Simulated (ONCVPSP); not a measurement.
# argon ONCV: all-electron and pseudo phase curves

- Element: Ar (Z = 18)
- Generator: ONCVPSP 4.0.1
- Type: optimised norm-conserving Vanderbilt (ONCV)
- Functional: PBE
- Relativity: scalar-relativistic
- Frozen core: [Ne]
- Valence charge: 8
- Reference configuration: 3s2 3p6
- Partial waves: 3s: rc 1.05 bohr, ncon 4, nbas 8, qcut 6.2 1/bohr, 2 projectors, debl 3.4 Ha; 3p: rc 0.95 bohr, ncon 4, nbas 9, qcut 10.2 1/bohr, 2 projectors, debl 1.8 Ha; d scattering state at 0.16 Ha: rc 1.15 bohr, ncon 5, nbas 8, qcut 9.9 1/bohr, 1 projector
- Local potential: polynomial inside 0.90 bohr (lpopt 5, dvloc0 0 Ha)
- Core correction: Teter function, fcfact 5.25, rcfact 1.25

The phase is arctan(r·R′/R) of the radial function R(r), unwrapped; energies in Ha, scanned from -2 to 5 Ha. A pole is an energy at which the radial function vanishes at the test radius. The pseudo phase is shifted by a multiple of π to meet the all-electron one at the reference energy, and phase errors are pseudo minus all-electron; the curves can meet again beyond the range given. Levels narrower than the energy grid can be missing from the lists of poles.

```json
{"channel": "s", "radius (bohr)": "1.06", "reference energy (Ha)": "-0.89", "poles, all-electron": "none", "poles, pseudo": "none", "unbroken range about the reference energy with phases within 0.05 rad": "the whole range", "phase error 1 Ha above the reference energy (rad)": "-0.000"}
{"channel": "p", "radius (bohr)": "0.97", "reference energy (Ha)": "-0.38", "poles, all-electron": "none", "poles, pseudo": "none", "unbroken range about the reference energy with phases within 0.05 rad": "the whole range", "phase error 1 Ha above the reference energy (rad)": "+0.000"}
{"channel": "d", "radius (bohr)": "1.17", "reference energy (Ha)": "0.16", "poles, all-electron": "4.43", "poles, pseudo": "4.55", "unbroken range about the reference energy with phases within 0.05 rad": "the whole range", "phase error 1 Ha above the reference energy (rad)": "+0.001"}
```

Note: ghosts flagged at negative energy: p at -159.7 eV; GHOST(+) flagged for s at 207.1 eV. A true bound ghost makes a file unfit for plane-wave use.

Phases in the s channel:

| E (Ha) | all-electron | pseudo |
| --- | --- | --- |
| -1.98 | 0.108 | 0.106 |
| -1.80 | 0.002 | 0.001 |
| -1.62 | -0.107 | -0.108 |
| -1.44 | -0.216 | -0.216 |
| -1.26 | -0.323 | -0.323 |
| -1.08 | -0.426 | -0.426 |
| -0.90 | -0.523 | -0.523 |
| -0.72 | -0.613 | -0.613 |
| -0.54 | -0.695 | -0.696 |
| -0.36 | -0.770 | -0.770 |
| -0.18 | -0.838 | -0.838 |
| 0.00 | -0.898 | -0.899 |
| 0.18 | -0.953 | -0.954 |
| 0.36 | -1.002 | -1.003 |
| 0.54 | -1.047 | -1.047 |
| 0.72 | -1.087 | -1.087 |
| 0.90 | -1.123 | -1.123 |
| 1.08 | -1.156 | -1.156 |
| 1.26 | -1.186 | -1.186 |
| 1.44 | -1.213 | -1.213 |
| 1.62 | -1.238 | -1.238 |
| 1.80 | -1.261 | -1.261 |
| 1.98 | -1.282 | -1.282 |
| 2.16 | -1.302 | -1.302 |
| 2.34 | -1.321 | -1.321 |
| 2.52 | -1.337 | -1.337 |
| 2.70 | -1.353 | -1.353 |
| 2.88 | -1.368 | -1.368 |
| 3.06 | -1.382 | -1.383 |
| 3.24 | -1.396 | -1.396 |
| 3.42 | -1.408 | -1.408 |
| 3.60 | -1.420 | -1.420 |
| 3.78 | -1.431 | -1.432 |
| 3.96 | -1.442 | -1.443 |
| 4.14 | -1.452 | -1.453 |
| 4.32 | -1.462 | -1.463 |
| 4.50 | -1.471 | -1.473 |
| 4.68 | -1.480 | -1.482 |
| 4.86 | -1.488 | -1.492 |
